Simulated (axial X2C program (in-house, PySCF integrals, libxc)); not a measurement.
Low determinants of CsS at the PBE0 level, without spin–orbit coupling

Calculated with an in-house relativistic program for diatomic molecules. Spin-free means the one-electron spin-free X2C Hamiltonian. Basis: Cs dyall-cv3z [15s15p9d4f1g], S dyall-av3z [9s8p3d2f] (cores contracted in-house); Gaussian nuclei, density fitting, unrestricted open shells. Masses: Cs 132.905 u, S 31.972 u.

Search at 3.030 Å (vertical energies from the lowest determinant):

| ΔE (eV) | state | electrons beyond evenly filled partner blocks | electrons in σ, π, δ, φ |
| --- | --- | --- | --- |
| 0.00 | M_S = 1/2, Λ = 1 | π+α, π+β, π-α | 32 31 8 0 |
| 0.06 | M_S = 1/2, Λ = 0 | σα | 31 32 8 0 |
| 3.12 | M_S = 3/2, Λ = 0 | σα, π+α, π-α | 33 30 8 0 |
| 3.16 | M_S = 1/2, Λ = 0 | σβ, π+α, π-α | 33 30 8 0 |
| 3.23 | M_S = 3/2, Λ = 1 | 2 × σα, π+α, π+β, π-α | 32 31 8 0 |
| 3.62 | M_S = 1/2, Λ = 1 | 2 × σα, π+α, π+β, π-β | 32 31 8 0 |

Lowest determinant, M_S = 1/2, Λ = 1 (beyond evenly filled blocks: π+α, π+β, π-α): Re = 3.053 Å, ωe = 197.3 cm⁻¹.

The determinant in row 2 of the search, M_S = 1/2, Λ = 0 (beyond evenly filled blocks: σα), was followed along the bond at PBE0; measured from the minimum of the lowest determinant it gives:

Te = 0.007 eV (54 cm⁻¹), Re = 2.849 Å, ωe = 204.9 cm⁻¹.

(1) Compare the bond of the determinant in row 2 with that of the lowest one.

The search compares states at one distance, so a state with another bond length can lie lower; it is not exhaustive and yields mostly the lowest determinant of each block pattern, so other components and higher states of one pattern are missing. These are energies of single determinants, not of spin-adapted states; PBE0 term energies can be off by some tenths of an eV, and the functional has no current term. The lowest determinant need not be the ground state where others lie within half an eV.

Answers

(1) At PBE0 its Re is 0.204 Å shorter and its force constant, which goes as ωe², is 1.08 times that of the lowest determinant. T0 ≈ Te + Δωe/2 = 54 + (4) = 58 cm⁻¹.
